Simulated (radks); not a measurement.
The numbers below are computed, except where a source is named.
Coulomb parameter of the 4f shell of the promethium ion Pm+ in the model configuration [Xe] 4f3.5 6s1 6p1.5, as a second difference U = [E(n + 1) + E(n - 1) - 2 E(n)] / (1)^2 with all orbitals relaxed. "Bare": the charge of the atom changes with n. "Screened": the 6p shell takes up the change at fixed total charge, which measures U(4f,4f) + U(6p,6p) - 2 U(4f,6p). Level of theory: Dirac Kohn-Sham, PBE, spin-unpolarised, spherical densities, finite nucleus; open shells are shared between the two j in proportion to 2j + 1; Fermi nuclear charge, rms radius 4.962 fm (a radial shooting solver on a logarithmic mesh with Libxc functionals).

case,configuration,E - E(n) (eV)
start,[Xe] 4f3.5 6s1 6p1.5,0.000
bare +1,[Xe] 4f4.5 6s1 6p1.5,-14.413
bare -1,[Xe] 4f2.5 6s1 6p1.5,30.783
screened +1,[Xe] 4f4.5 6s1 6p0.5,-10.296
screened -1,[Xe] 4f2.5 6s1 6p2.5,19.333

U(bare) = 16.370 eV, U(screened by 6p) = 9.037 eV, against the Slater integral F0(4f,4f) = 27.586 eV with frozen orbitals.
